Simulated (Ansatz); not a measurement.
Cartesian coordinates (Å):
SMILES: N[Si](N)(S)S
```xyz
11

N     -0.8605     0.0954    -1.4772
Si     0.0351     0.2075    -0.0295
N      0.6951    -1.3524     0.2083
S     -0.9345     0.7098     1.8301
S      1.3110     1.8984    -0.4137
H     -1.4369    -0.7145    -1.6450
H     -1.2396     0.9227    -1.9095
H      1.1908    -1.7952    -0.5516
H      1.1033    -1.5851     1.0997
H     -1.4620    -0.5143     2.0105
H      1.5983     2.1277     0.8779
```
Charge 0, multiplicity 1.

Level of theory: Ansatz (an electronic-structure program) with frozen-core CCSD(T)/cc-pVTZ // B3LYP-D3(BJ)/def2-TZVP.

| Quantity | Value |
|---|---|
| HF energy | -1196.62541 Ha |
| MP2 correlation energy | -0.90501 Ha |

Estimate the CCSD correlation energy, the (T) correction, the total energy and the T1 diagnostic.


```json
{
  "CCSD correlation energy": "-0.95726 Ha",
  "(T) correction": "-0.04104 Ha",
  "CCSD(T) total energy": "-1197.62371 Ha",
  "T1 diagnostic": "0.011"
}
```
